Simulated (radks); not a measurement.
The numbers below are computed, except where a source is named.
Question: The mean radii <r> (bohr) of the occupied orbitals of an atom or ion are listed with their occupations. Level of theory: scalar-relativistic Kohn-Sham, PBE, spin-polarised, spherical densities, finite nucleus; Fermi nuclear charge, rms radius of each element as measured or else 0.836 A^(1/3) + 0.57 fm (a radial shooting solver on a logarithmic mesh with Libxc functionals).

orbital  occ.      <r>
1s          2  0.01966
2s          2  0.08329
2p          6  0.07409
3s          2   0.2145
3p          6   0.2133
3d         10   0.1926
4s          2   0.4394
4p          6   0.4517

Name the element and its charge. Open shells, if any, are filled with parallel spins first.

Answer: Z = 70, ytterbium, charge +34: Yb34+ in [Kr]. The 1s radius gives Z: for a bare nucleus <r> = (2 gamma + 1)/(2Z) with gamma = sqrt(1 - (Z/c)^2), 0.01942 bohr for Z = 70, and screening makes it slightly larger (0.01966 here). The occupations add up to 36, and the charge is Z minus that.
